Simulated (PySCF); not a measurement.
# Computed vibrations of [CeH3(NH3)]+

[CeH3(NH3)]+ (singlet). PySCF 2.14.0, RKS PBE0, Ce lcecp-2-SVP with ECP46, H def2-SVP, N def2-SVP; non-relativistic Hamiltonian with scalar-relativistic core potentials where named; density fitting; no spin-orbit coupling. Central differences of gradients.

```xyz
8

Ce    0.1520   -0.1520    0.1520
H     1.4712    1.0246    0.9249
H    -1.0246   -0.9249    1.4712
H     0.9249   -1.4712   -1.0246
N    -1.2877    1.2877   -1.2877
H    -2.2737    1.3121   -0.9957
H    -0.9957    2.2737   -1.3121
H    -1.3121    0.9957   -2.2737
```

Run from Python with OMP_NUM_THREADS=2. Where DIIS fails, smearing, a level shift and second-order steps follow.
It took 2.3 min on 2 threads of Intel(R) Xeon(R) Processor @ 2.50GHz (Skylake/Cascade Lake), on a shared host.

Task: What are the harmonic wavenumbers and infrared intensities?

Result: Modes are labelled in C3; negative numbers are unstable modes, those under 60 cm⁻¹ near the noise; a finer grid moves soft modes by up to 10 cm⁻¹.
| cm⁻¹ | km/mol | symmetry |
| --- | --- | --- |
| 140 | 0.0 | a |
| 177 | 23.6 | e |
| 177 | 23.6 | e |
| 339 | 0.1 | a |
| 462 | 285.9 | a |
| 608 | 30.3 | e |
| 608 | 30.3 | e |
| 653 | 102.0 | e |
| 653 | 102.0 | e |
| 1330 | 141.5 | a |
| 1625 | 33.6 | e |
| 1625 | 33.6 | e |
| 1725 | 493.8 | e |
| 1725 | 493.8 | e |
| 1768 | 88.2 | a |
| 3431 | 101.8 | a |
| 3530 | 93.6 | e |
| 3530 | 93.6 | e |

Task: Is this a minimum?

Result: Yes. Ideal gas at 298.15 K and 1 bar: S = 307.9 J/(mol K), Cp = 86.8 J/(mol K), H − H(0 K) = 18.0 kJ/mol (rigid rotor, harmonic modes, spin degeneracy alone).
